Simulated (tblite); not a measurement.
C6H11NOSi.
Numbering: `[N:1]#[C:2][CH2:3][C@@H:4]1[CH2:5][CH2:6][SiH2:7][O:8][CH2:9]1` (hydrogens: H10, H11 on C3; H12 on C4; H13, H14 on C5; H15, H16 on C6; H17, H18 on Si7; H19, H20 on C9)

Computed with GFN2-xTB (tblite), gas phase: L-BFGS steps from a force-field or distance-geometry start until the largest atomic force falls under 0.01 eV/Å.

Step 55: E = -740.0045 eV
```
atom  x, y, z in Å  |  force x, y, z in eV/Å
N1      2.9690   -0.9302   -1.6805    0.021   0.007   0.017
C2      2.5936   -0.2981   -0.8050   -0.020   0.005  -0.017
C3      2.1026    0.4932    0.2948   -0.016  -0.004  -0.010
C4      0.5647    0.4686    0.3526    0.002   0.017  -0.023
C5      0.0456   -0.9598    0.5308    0.021   0.001  -0.002
C6     -1.4345   -0.9909    0.9135    0.009   0.004   0.003
Si7    -2.4335    0.0932   -0.2963    0.011   0.005   0.001
O8     -1.4072    1.2285   -0.8504    0.031   0.008   0.013
C9     -0.0177    1.0946   -0.9164    0.014   0.016  -0.040
H10     2.5188    0.0868    1.2211   -0.006  -0.001   0.004
H11     2.4692    1.5173    0.1736   -0.024  -0.009  -0.007
H12     0.2341    1.0744    1.2040    0.033   0.000   0.015
H13     0.1988   -1.5057   -0.4039   -0.002  -0.023  -0.001
H14     0.6384   -1.4609    1.3022   -0.007  -0.035   0.021
H15    -1.5417   -0.6225    1.9352    0.004   0.014   0.016
H16    -1.7712   -2.0267    0.9228   -0.033   0.006   0.009
H17    -2.9272   -0.7326   -1.4012    0.011  -0.003  -0.008
H18    -3.4614    0.8963    0.3558    0.027  -0.027  -0.033
H19     0.2642    0.4846   -1.7857   -0.058  -0.010   0.009
H20     0.3904    2.1007   -1.0702   -0.017   0.029   0.033
```

Step 56: E = -740.0052 eV
```
atom  x, y, z in Å  |  force x, y, z in eV/Å
N1      2.9722   -0.9296   -1.6797    0.013   0.010   0.009
C2      2.5929   -0.2969   -0.8063   -0.001  -0.014  -0.006
C3      2.1021    0.4928    0.2943   -0.010   0.002  -0.011
C4      0.5651    0.4680    0.3531   -0.004   0.021  -0.032
C5      0.0454   -0.9604    0.5318    0.023  -0.001  -0.011
C6     -1.4347   -0.9899    0.9136    0.008   0.000   0.005
Si7    -2.4327    0.0934   -0.2970   -0.007  -0.002   0.004
O8     -1.4075    1.2305   -0.8466    0.033   0.030   0.009
C9     -0.0184    1.0948   -0.9154    0.011   0.007  -0.058
H10     2.5179    0.0879    1.2214    0.002  -0.011  -0.003
H11     2.4685    1.5166    0.1727   -0.023   0.003  -0.006
H12     0.2372    1.0745    1.2049    0.019  -0.002   0.015
H13     0.1987   -1.5069   -0.4022   -0.004  -0.021  -0.020
H14     0.6377   -1.4646    1.3016   -0.006  -0.018   0.033
H15    -1.5409   -0.6198    1.9348   -0.004   0.000   0.013
H16    -1.7736   -2.0251    0.9205   -0.026   0.008   0.028
H17    -2.9222   -0.7347   -1.4029    0.012   0.006   0.000
H18    -3.4603    0.8962    0.3558    0.021  -0.030  -0.038
H19     0.2574    0.4828   -1.7861   -0.041   0.008   0.031
H20     0.3901    2.1011   -1.0713   -0.016   0.004   0.037
```

Task: Estimate the geometry and energy of step 57. (The exact step hangs on the optimiser's Hessian estimate; all steps are aligned on step 56, rigid shifts and turns removed.)

Result: E = -740.0058 eV, largest force 0.047 eV/Å
```
atom  x, y, z in Å  |  force x, y, z in eV/Å
N1      2.9763   -0.9284   -1.6788    0.006   0.009   0.000
C2      2.5921   -0.2961   -0.8073    0.020  -0.027   0.004
C3      2.1013    0.4923    0.2938   -0.002   0.007  -0.013
C4      0.5652    0.4679    0.3530   -0.009   0.012  -0.023
C5      0.0456   -0.9607    0.5321    0.014  -0.008  -0.011
C6     -1.4346   -0.9892    0.9136    0.007   0.000   0.003
Si7    -2.4311    0.0940   -0.2974   -0.007   0.004   0.008
O8     -1.4071    1.2345   -0.8422    0.009   0.032   0.010
C9     -0.0188    1.0951   -0.9154   -0.007   0.009  -0.029
H10     2.5170    0.0887    1.2216    0.006  -0.017  -0.009
H11     2.4673    1.5158    0.1715   -0.018   0.017  -0.005
H12     0.2395    1.0743    1.2058    0.008  -0.002   0.009
H13     0.1983   -1.5074   -0.4018   -0.004  -0.018  -0.024
H14     0.6367   -1.4673    1.3015   -0.004  -0.001   0.029
H15    -1.5408   -0.6182    1.9345   -0.005  -0.008   0.013
H16    -1.7763   -2.0234    0.9188   -0.016   0.008   0.038
H17    -2.9158   -0.7359   -1.4036    0.007   0.007  -0.008
H18    -3.4594    0.8947    0.3555    0.011  -0.025  -0.038
H19     0.2493    0.4791   -1.7848   -0.013   0.014   0.015
H20     0.3903    2.1011   -1.0732   -0.005  -0.014   0.030
```

The energy changes by -0.0006 eV. The first-order estimate −F·Δx gives -0.0008 eV and the mean of the old and new forces, exact on a quadratic surface, -0.0006 eV. The step makes an angle of 68° with the force vector and moves no atom by more than 0.009 Å.

What follows is the cost of the whole relaxation. Time: 2.7 s wall. Hardware: Intel Xeon at 2.50 GHz, one thread, on a shared host.
